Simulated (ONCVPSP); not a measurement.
# Which change was made? (Mg, ONCV)

Mg (Z = 12), optimised norm-conserving Vanderbilt (ONCV), made with ONCVPSP 4.0.1 (PBEsol, scalar-relativistic). Core [He] 2s2, reference 2p6 3s2. Waves: 3s: rc 2.40 bohr, ncon 4, nbas 7, qcut 2.2 1/bohr, 2 projectors, debl 1.8 Ha; 2p: rc 1.20 bohr, ncon 4, nbas 8, qcut 13.7 1/bohr, local; d scattering state at 0.34 Ha: rc 2.05 bohr, ncon 4, nbas 9, qcut 4.4 1/bohr, 1 projector. Local part: the p channel. Core correction: none.

Cutoffs, loose and tight: the cutoffs (Ha) at which the residual kinetic energy of the hardest occupied pseudo-wave falls to 1 and 0.1 mHa per electron. They do not see the model core or the augmentation charge, which bear on the density cutoff. Test errors are all-electron minus pseudo excitation energies from the reference, over the configurations 2p6 3s1; 2p6 3s0; 2p6 3s1.5; 2p6 3s1 3p1; variants that change the core or the reference have their own tests.

The base gives: outcome: generated; cutoff, loose: 63 Ha; cutoff, tight: 72 Ha; bound ghosts: s; GHOST(+) flags above zero: none; largest test error (meV): -85.

Question: After one change the result is: outcome: generated; cutoff, loose: 63 Ha; cutoff, tight: 72 Ha; bound ghosts: none; GHOST(+) flags above zero: s; largest test error (meV): -43. Which change was it?
A. core [He], valence charge 10; reference 2s2 2p6; waves now 2s: rc 0.70 bohr, ncon 4, nbas 9, qcut 7.2 1/bohr, 2 projectors, debl 3.6 Ha; 2p: rc 0.90 bohr, ncon 4, nbas 7, qcut 12.8 1/bohr, 3 projectors, debl 0.4 Ha; d scattering state at 0.14 Ha: rc 0.95 bohr, ncon 3, nbas 8, qcut 12.1 1/bohr, 2 projectors, debl 3.3 Ha; local potential polynomial inside 0.45 bohr (lpopt 5, dvloc0 -1 Ha)
B. p: qcut 20.7
C. p: nproj 1; local potential polynomial inside 1.00 bohr (lpopt 2, dvloc0 0 Ha)
D. all radii scaled by about 0.93 (s 2.24, p 1.12, d 1.92 bohr)

Answer: C. The others give: p: qcut 20.7 → outcome: failed: ERROR pspot: first pseudo wave function has node, program will stop | core [He], valence charge 10; reference 2s2 2p6; waves now 2s: rc 0.70 bohr, ncon 4, nbas 9, qcut 7.2 1/bohr, 2 projectors, debl 3.6 Ha; 2p: rc 0.90 bohr, ncon 4, nbas 7, qcut 12.8 1/bohr, 3 projectors, debl 0.4 Ha; d scattering state at 0.14 Ha: rc 0.95 bohr, ncon 3, nbas 8, qcut 12.1 1/bohr, 2 projectors, debl 3.3 Ha; local potential polynomial inside 0.45 bohr (lpopt 5, dvloc0 -1 Ha) → outcome: generated, projector energies reset by the program; cutoff, loose: 435 Ha; cutoff, tight: 509 Ha; bound ghosts: p; GHOST(+) flags above zero: none; largest test error (meV): +0.5 | all radii scaled by about 0.93 (s 2.24, p 1.12, d 1.92 bohr) → outcome: generated; cutoff, loose: 66 Ha; cutoff, tight: 76 Ha; bound ghosts: s; GHOST(+) flags above zero: d; largest test error (meV): -66.
